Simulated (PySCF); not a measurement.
As+ (arsenic, charge +1) across methods

[Ar] 3d10 4s2 4p2, high-spin 3P determinant. Calculation: PySCF 2.14, in aug-cc-pwCVDZ-PP with ECP10MDF (6s5p4d1f, 48 functions); scalar relativity through the core potential.

```csv
method,E (hartree),mean ε 4s α (eV),mean ε 4s β (eV),mean ε 4p α (eV),Σ⟨r²⟩ (bohr²),⟨S²⟩
UHF,-330.85198,-30.458,-25.329,-18.435,29.89,2.009
PW91,-332.1615,-24.020,-22.288,-14.015,29.60,2.002
PBE,-332.0422,-23.934,-22.196,-13.971,29.66,2.002
wB97M-V,-331.8540,-28.285,-25.796,-17.286,29.67,2.002
r2SCAN,-331.9211,-24.648,-22.440,-14.423,29.46,2.004
LDA,-331.5261,-24.185,-22.648,-13.991,29.59,2.001
r2SCAN0,-331.9170,-26.275,-23.477,-15.564,29.48,2.005
TPSS,-331.9662,-24.134,-22.020,-14.112,29.57,2.002
PBE0,-332.0092,-25.768,-23.283,-15.250,29.60,2.003
```

Energies and moments cover only the electrons outside the core potential.
